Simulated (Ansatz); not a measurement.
Computed with Ansatz on PBE0-D4/def2-TZVP structures; ΔE is electronic, products minus reactants. CBS: MP2 limit from def2 TZ/QZ plus the TZ coupled-cluster correction, frozen cores. For Ge, Se outer-core shells are correlated without core-valence functions, which leaves a few kJ/mol of doubt a bond. Scalar relativity is left out up to krypton. Each species was taken in one conformer, which may not be the lowest.

Consider the ligand exchange at a Ge–N bond: `C[NH][GeH]([Cl])[O]C` + H₂Se → `C[O][GeH]([Cl])[SeH]` + CH₃NH₂.

`C[NH][GeH]([Cl])[O]C`:

```xyz
14

C     1.237    0.222    1.945
N     0.283    0.528    0.896
Ge    0.647    0.295   -0.866
Cl    1.502   -1.678   -1.011
O    -0.879    0.381   -1.737
C    -1.928   -0.509   -1.410
H     2.017    0.983    2.079
H     0.717    0.099    2.898
H     1.730   -0.726    1.722
H    -0.254    1.363    1.080
H     1.583    1.266   -1.593
H    -1.708   -1.525   -1.754
H    -2.829   -0.157   -1.917
H    -2.119   -0.541   -0.332
```

H₂Se:

```xyz
3

Se   -0.235    0.625   -0.150
H    -0.781   -0.732   -0.264
H     1.016    0.107    0.414
```

`C[O][GeH]([Cl])[SeH]`:

Cartesian coordinates in Å:
```
C -1.217 0.595 0.820
O -0.034 1.183 0.320
Ge 1.187 0.191 -0.466
Cl 1.946 -1.204 0.990
Se 0.307 -1.054 -2.250
H -1.757 0.047 0.041
H -1.006 -0.086 1.652
H -1.855 1.402 1.184
H 2.286 1.159 -0.900
H 0.143 -2.233 -1.391
```

CH₃NH₂:

```xyz
7

C     0.156    0.253   -0.484
N    -0.074   -0.150    0.892
H    -0.302   -0.394   -1.247
H     1.230    0.286   -0.677
H    -0.226    1.265   -0.634
H     0.282   -1.083    1.055
H    -1.065   -0.177    1.095
```

```tsv
level	ΔE (kJ/mol)
SCS-MP2/def2-TZVPP	-39.9
SCS-MP2/def2-QZVPP	-41.6
```

Q: What does CCSD(T)/CBS give? (Best estimate.)

A: Computed: -42.9 kJ/mol. The listed levels differ from it by 3.0, 1.3 kJ/mol.

Largest T1 diagnostic among the species: 0.011.
